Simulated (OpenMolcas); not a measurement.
Levels of Zn I by method

```json
{
  "Program": "OpenMolcas 26.06",
  "Basis": "ANO-RCC-VQZP [7s6p4d3f2g1h]",
  "Scalar Hamiltonian": "DKH2, point nucleus",
  "Active space": "2 electrons in 8 orbitals (4s 4p 5s 5p)",
  "State averaging": "2S+1 = 3 even, 3 roots (0 in the spin-orbit step); 2S+1 = 1 even, 1 root; 2S+1 = 3 odd, 3 roots; 2S+1 = 1 odd, 3 roots",
  "Spin-orbit coupling": "RASSI with atomic mean-field integrals over the reference wave functions, term energies averaged over their components"
}
```

Methods on the same reference wave functions:
A. CASSCF
B. SS-CASPT2, IPEA 0.25 Eh, imaginary shift 0.1 Eh (closed shells correlated: 3d)

Energies in cm⁻¹ above 4s² ¹S₀, the measured ground level; measured values from NIST Handbook of Basic Atomic Spectroscopic Data.

| Level | A | B | Measured |
| --- | --- | --- | --- |
| 4s² ¹S₀ | 0.0 | 0.0 | 0.0 |
| 4s 4p ³P°₀ | 29248 | 31849 | 32311 |
| 4s 4p ³P°₁ | 29404 | 32005 | 32501 |
| 4s 4p ³P°₂ | 29719 | 32320 | 32890 |
| 4s 4p ¹P°₁ | 49123 | 48410 | 46745 |

Deviations, from unrounded energies. A percentage is the sum of absolute deviations over the sum of measured energies, with the sign that they share, or ± where signs differ.

| Against measurement | Levels | A | B |
| --- | --- | --- | --- |
| mean absolute deviation (cm-1) | 4 | 2900 | 800 |
| other configurations (%) | 4 | ±8.1 | ±2.2 |

B lies closest to measurement on these levels. The largest miss of B in the table is 4s 4p ¹P°₁, by +1700 cm-1. The ranking rests on the paired levels alone, and a cruder setting can come out closer through cancelling errors.

The lowest spin-free term lies below A's lowest term by 0.531 hartree in B.

Some high roots are left out of the spin-orbit mixing, which shifts the levels that they would mix with. Active for correlation alone: 5p 5s; no level in the range computed is led by a configuration that fills them, so any true level of that kind is missing. Without dynamic correlation excited terms often stand tens of per cent too high (terms of higher spin than the ground term too low), and those without a measured partner can miss by more than the paired ones (holds for A). Measured partners are found by configuration, term and J. A level has none where our copy of the source lacks it or the pairing is in doubt (some pairs that miss far off the trend of their configuration count as doubtful), and it then counts in no deviation. Levels of configurations outside the active space are missing.

° marks odd parity.
